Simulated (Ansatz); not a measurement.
Species: LiF3 (charge -2, singlet). It need not be the lowest isomer of its formula. 
Coordinates optimised at B3LYP-D3(BJ)/def2-TZVP (Ansatz, a first-principles code):
```xyz
4

Li     0.0000     0.0000     0.0000
F      1.8752     0.0000    -0.0288
F     -0.9376     1.6242     0.0115
F     -0.9376    -1.6241     0.0173
```
Charge -2, spin multiplicity 1.

Basis-set convergence of Hartree-Fock and CCSD correlation energies (hartree) with Ansatz. Cores are frozen in the correlated levels unless marked. Spin-orbit coupling is left out. No relativistic terms. This anion needs diffuse functions, which these sets lack.

```
basis       functions       E(HF)  E(corr, CCSD)
----------  ---------  ----------  -------------
def2-SVP           51  -305.47018       -0.59951
def2-TZVPP        112  -305.89659       -0.81981
def2-QZVPP        206         [?]            [?]
```

Complete the blanks.


- def2-QZVPP, E(HF): -305.91855
- def2-QZVPP, E(corr, CCSD): -0.90174
